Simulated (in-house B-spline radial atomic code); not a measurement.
Configurations of Ne⁵⁺, with energies counted from [He] 2s2 (2p1/2)1. All numbers are computed (Dirac-Hartree-Fock, average of each configuration as written; Fermi nucleus of rms radius 3.0055 fm) with an all-electron radial atomic-structure program (B-spline basis), not measured. Energies include first-order Breit, QED and recoil terms.

```csv
configuration,E - E(ref) (eV),highest orbital,its <r> (bohr)
[He] 2s2 (2p3/2)1,0.16639,2p3/2,0.6619
[He] 2s2 5s1,135.81,5s1/2,5.543
[He] 2s1 (2p1/2)1 (4p3/2)1,139.04,4p3/2,3.534
[He] 2s1 (2p3/2)1 (4d3/2)1,141.08,4d3/2,3.404
[He] 2s1 (2p1/2)1 (4f5/2)1,141.54,4f5/2,2.988
[He] 2s2 6s1,142.9,6s1/2,8.147
```

(1) Order these further configurations by energy, lowest first.
A. [He] 2s1 (2p1/2)1 (5d5/2)1
B. [He] 2s2 3s1
C. [He] 2s2 (5d3/2)1
D. [He] 2s2 4s1
E. [He] 2s1 (2p1/2)1 (5g9/2)1

(2) How far above the reference does [He] 2s2 (4f5/2)1 lie?

Answers

(1) B (90.285 eV), D (122.17 eV), C (137.93 eV), A (152.27 eV), E (152.62 eV).

(2) 127.28 eV; its least bound orbital is 4f5/2 with <r> = 2.988 bohr.
